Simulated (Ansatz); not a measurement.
One change: `FC#[C][GeH3]` becomes `FC#C[SeH]`.

Ansatz, PBE0-D4/def2-TZVP geometries, multiplicity 1. Each molecule was computed in one conformer, which needn't be the lowest.

Scalar relativity is left out up to krypton.

| property | `FC#[C][GeH3]` |
| --- | --- |
| ideal-gas entropy at 298 K and 1 bar (rigid rotor, harmonic PBE0-D4/def2-TZVP) / J/(mol·K) | 305 |
| HOMO–LUMO gap (B3LYP/def2-TZVPP) / eV | 8.18 |
| HOMO–LUMO gap (PBE0/def2-TZVPP) / eV | 8.66 |
| LUMO energy (B3LYP/def2-TZVPP) / eV | 0.36 |
| HOMO energy (ωB97M-V/def2-TZVPP) / eV | -10.30 |
| HOMO energy (PBE0/def2-TZVPP) / eV | -8.06 |

Problem. What does the change do to each property? (Best estimate.)

Solution. Ansatz gave: 
| property | `FC#C[SeH]` | shift |
| --- | --- | --- |
| ideal-gas entropy at 298 K and 1 bar (rigid rotor, harmonic PBE0-D4/def2-TZVP) / J/(mol·K) | 301 | -4 |
| HOMO–LUMO gap (B3LYP/def2-TZVPP) / eV | 5.88 | -2.30 |
| HOMO–LUMO gap (PBE0/def2-TZVPP) / eV | 6.38 | -2.28 |
| LUMO energy (B3LYP/def2-TZVPP) / eV | -0.63 | -0.99 |
| HOMO energy (ωB97M-V/def2-TZVPP) / eV | -8.85 | 1.45 |
| HOMO energy (PBE0/def2-TZVPP) / eV | -6.74 | 1.32 |

With PBE0 the HOMO rises by 1.32 eV and the LUMO falls by 0.96 eV, so the gap narrows by about 2.28 eV. PBE moves the HOMO by 1.19 eV and ωB97M-V by 1.45 eV. The zero-point energy changes by -41.9 kJ/mol with -6 modes.

B3LYP here is the variant with VWN-RPA as its local correlation; programs differ in this.

Spin–orbit coupling is left out; it splits and shifts lone-pair levels of the heavy atoms by tenths of an eV.
